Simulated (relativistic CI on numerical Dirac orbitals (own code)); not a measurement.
**Spin-allowed bands of a d3 ion in an octahedral site, by hand**

Problem. A d3 ion in an octahedral site has a 4A2 ground term and spin-allowed bands at ν1 = 6850 and ν2 = 11589 cm⁻¹ (from a computed ligand-field model). Find Δ and the Racah parameter B, and predict the third band.

Working.
1. The F term splits into A2 (−1.2Δ), T2 (−0.2Δ) and T1 (+0.6Δ), so ν1 = E(T2) − E(A2) = Δ = 6850 cm⁻¹.
2. T1(F) mixes with T1(P), which lies at 15B, through an element 0.4Δ. The two roots, counted from A2, are ν2,3 = ½(15B + 3Δ) ∓ ½√[(15B − Δ)² + 12BΔ].
3. Solving the lower root for B gives B = (2ν1² + ν2² − 3ν1ν2)/(15ν2 − 27ν1) = -10004029/-11115 = 900 cm⁻¹.
4. The sum of the roots is 15B + 3Δ, so ν3 = 15B + 3ν1 − ν2 = 22462 cm⁻¹ (445 nm).

Check. The bands were computed by exact diagonalisation of the d3 shell with B = 900 and Δ = 6850 cm⁻¹, which gives ν3 = 22461 cm⁻¹. C does not enter the terms of highest spin.
